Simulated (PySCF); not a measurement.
Assigning NMR signals

Geometry:
```csv
atom,x (Å),y (Å),z (Å)
N1,-2.280,0.958,-0.502
C2,-2.407,-0.366,-0.264
O3,-3.423,-0.971,-0.546
Si4,-0.949,-1.268,0.607
N5,0.513,-0.361,0.273
C6,0.878,0.178,-0.938
C7,2.118,0.728,-0.836
C8,2.552,0.520,0.497
C9,1.556,-0.149,1.137
H10,-3.037,1.458,-0.945
H11,-1.425,1.450,-0.310
H12,-0.840,-2.630,0.090
H13,-1.129,-1.213,2.058
H14,0.220,0.114,-1.782
H15,2.665,1.225,-1.613
H16,3.487,0.834,0.916
H17,1.494,-0.496,2.149
```

A single conformation, non-relativistic Hamiltonian, no solvent model, equivalent nuclei averaged. PBE0/pcSseg-1 with gauge-including orbitals; geometry: GFN2-xTB; PySCF 2.14.0 with density-fitted response routines.

Shifts are taken against calculated references (same method and geometry level): TMS for ¹³C (σref 186.93), ¹H (σref 31.72).

Task: Assign these signals to the numbered atoms. ¹³C{¹H} NMR (computed): δ 179.8, 127.8, 119.0.

Result: 
| δ (ppm) | atoms | environment | reason |
| --- | --- | --- | --- |
| 179.8 | C2 | carbonyl carbon | – |
| 127.8 | C6/C9 | aromatic CH next to a ring nitrogen | – |
| 119.0 | C7/C8 | aromatic CH | – |

Task: Assign these signals to the numbered atoms. ¹H NMR (400 MHz, computed): δ 6.79 (m, 2H), 6.73 (m, 2H), 5.58 (br s, 2H), 5.13 (s, 2H).

Result: 
6.79 → H14/H17, hydrogen on an aromatic CH next to a ring nitrogen: ring-current deshielding
6.73 → H15/H16, hydrogen on an aromatic CH: aromatic region
5.58 → H10/H11, hydrogen on an amide-type nitrogen: exchangeable; this is the value without hydrogen bonding to other molecules
5.13 → H12/H13, hydrogen on a silicon bonded to C, N

H14/H17 and H15/H16 lie closer than the usual error of such a calculation, so a measured spectrum could show them in the other order.

OH/NH shifts are gas-phase values; hydrogen bonding in solution moves them, usually downfield. Shifts are as computed. Against solution values, carbons near 30 ppm lie about +3 ppm off and those near 130 ppm about +5 ppm. Of 1211 compounds with measured shifts, 218 miss one by over three times the rms of a fit or turn the order of signals round; such compounds aren't used in these exercises. The C=O carbon of an acid or of an amide with N–H lies up to 10 ppm further downfield in solution, through hydrogen bonding that the calculation lacks. No couplings were computed; multiplicities are counted from neighbouring protons, with m where these are inequivalent, close in shift, in a saturated or five-membered ring or joined by F or P, and br s for small geminal =CH2 splittings.
